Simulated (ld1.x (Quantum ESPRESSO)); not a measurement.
# Plane-wave convergence, RRKJ potential for carbon (C)

C, norm-conserving RRKJ (Kleinman–Bylander form), made with ld1.x (Quantum ESPRESSO) 7.5 (BLYP, non-relativistic). Core [He], reference 2s2 2p0 (charge +2). Waves: 2p (bound, empty): rc 1.90 bohr; 3d channel at 0.05 Ry: rc 1.70 bohr; 2s (bound): rc 1.25 bohr. Local part: the s channel. Core correction: a·sin(br)/r model core, default radius (core density twice the valence density). rho0 = 0.01.

The pseudo-atom Hamiltonian at the reference potential is diagonalised in spherical Bessel functions j_l(qr) that vanish at 20 bohr, with q² up to the cutoff. All-electron valence levels (Ry): 2p -2.3387, 2s -2.9607.

Q: How do the lowest levels (Ry) of each channel move with the cutoff, and are there ghosts?

A:

```
cutoff (Ry)     p #1     p #2     d #1     s #1     s #2     f #1  Σ f·Δε (mRy)
          8  -1.8562  -0.6322  -0.6191  -2.8505  -0.8825  -0.2711         220.5
         12  -2.0721  -0.6847  -0.6250  -2.8693  -0.8845  -0.2712         182.9
         18  -2.2529  -0.7276  -0.6278  -2.9148  -0.8931  -0.2712          91.8
         21  -2.2929  -0.7369  -0.6281  -2.9302  -0.8966  -0.2712          61.0
         30  -2.3359  -0.7469  -0.6285  -2.9524  -0.9019  -0.2712          16.6
         40  -2.3387  -0.7476  -0.6285  -2.9580  -0.9034  -0.2712           5.5
         50  -2.3387  -0.7477  -0.6285  -2.9581  -0.9035  -0.2712           5.2
         60  -2.3387  -0.7477  -0.6285  -2.9587  -0.9036  -0.2712           4.0
         70  -2.3387  -0.7477  -0.6285  -2.9596  -0.9037  -0.2712           2.2
         90  -2.3387  -0.7477  -0.6285  -2.9605  -0.9039  -0.2712           0.4
        110  -2.3387  -0.7477  -0.6285  -2.9606  -0.9039  -0.2712           0.2
        400  -2.3387  -0.7477  -0.6285  -2.9607  -0.9039  -0.2712           0.0
```

Result: no extra level below or beside the all-electron valence levels (p, d, s, f tested); 10 mRy is reached at 35 Ry and 1 mRy at 90 Ry.

Its largest configuration-test error is +588 meV.
